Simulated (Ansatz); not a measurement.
Reaction: BHBr2 (dibromoborane, SMILES BrBBr) → BHBr (SMILES [BH]Br, doublet) + Br (doublet) (the B-Br bond breaks)
Each species at its own B3LYP-D3(BJ)/def2-TZVP minimum (Ansatz, a program for electronic structure).

Wanted: bond dissociation energy (electronic), in kJ/mol. Radicals and triplets start from unrestricted determinants; spin-orbit coupling is neglected. Cores are frozen in correlated methods (noble-gas shells, and filled d and f shells in the p block). No relativity. CBS(X,Y): correlation extrapolated as X^-3, Hartree-Fock from the larger set (Q,5: extrapolated as (X+1)exp(-9√X)). A bracket is a step between two methods taken in the basis named. Double hybrids freeze cores in their MP2 part. Spin-orbit terms, left out, reach several kcal/mol for Br and I, and more for heavier atoms.

CCSD(T)/CBS(cc-pVQZ,cc-pV5Z) + [CCSDT(Q) - CCSD(T)]/cc-pVTZ (Ansatz) gives 451.2 kJ/mol.

How far off this value is PBE/def2-TZVPD (Ansatz), in which direction, and how far these levels: PBE0/def2-TZVPD, B2PLYP/def2-TZVPD, CCSD(T)/CBS(cc-pVQZ,cc-pV5Z)?

PBE gives 452.0 kJ/mol, 0.8 kJ/mol above it. Differences of the others: PBE0/def2-TZVPD (Ansatz) -6.1; B2PLYP/def2-TZVPD (Ansatz) -13.2; CCSD(T)/CBS(cc-pVQZ,cc-pV5Z) (Ansatz) 0.6 kJ/mol.
